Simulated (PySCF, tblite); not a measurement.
Isomers of C6H13OP, one GFN2-xTB conformer each. Single-point energies are computed at PBE0/pcSseg-1 (PySCF, gas phase, no added dispersion term), electronic only.

Question: Rank them by PBE0/pcSseg-1 energy, lowest first (kcal/mol).
A. `[CH3:1][C@@H:2]1[CH2:3][CH2:4][C@@H:5]([CH3:6])[PH:7]1=[O:8]` with C1–C2–C3–C4 -163°, C2–C3–C4–C5 53°, C3–C4–C5–C6 -160°, C4–C5–P7–O8 134°
B. `[CH3:1][C@@H:2]1[CH2:3][C@@H:4]([CH3:5])[P@H:6](=[O:7])[CH2:8]1` with C1–C2–C3–C4 -69°, C2–C3–C4–C5 -157°, C3–C4–P6–O7 135°, C4–P6–C8–C2 18°

Answer: A (0.0), B (0.3).

Neighbours under 2.5 kcal/mol apart (C[C@@H]1CC[C@@H](C)[PH]1=O and C[C@@H]1C[C@@H](C)[P@H](=O)C1) can change places with a better method, another conformer or zero-point energy. GFN2-xTB itself gives, in the same order: 0.7, 0.0. GFN2-xTB puts C[C@@H]1C[C@@H](C)[P@H](=O)C1 lowest instead.

Question: Which frontier levels, dipoles and rotational constants go with these structures?

Answer: 
| SMILES | HOMO (eV, PBE0/pcSseg-1) | LUMO (eV) | dipole (D) | A, B, C (MHz) |
| --- | --- | --- | --- | --- |
| C[C@@H]1CC[C@@H](C)[PH]1=O | -7.32 | 0.93 | 4.04 | 2468, 1570, 1079 |
| C[C@@H]1C[C@@H](C)[P@H](=O)C1 | -7.35 | 0.89 | 4.19 | 2070, 1734, 1205 |

Question: What happens when harmonic zero-point energies from GFN2-xTB frequencies are added?

Answer: 
| SMILES | ZPE (kcal/mol) | electronic (kcal/mol) | with ZPE (kcal/mol) |
| --- | --- | --- | --- |
| C[C@@H]1CC[C@@H](C)[PH]1=O | 112.7 | 0.0 | 0.0 |
| C[C@@H]1C[C@@H](C)[P@H](=O)C1 | 112.8 | 0.3 | 0.5 |

The zero-point energies span 0.1 kcal/mol. The order is unchanged.
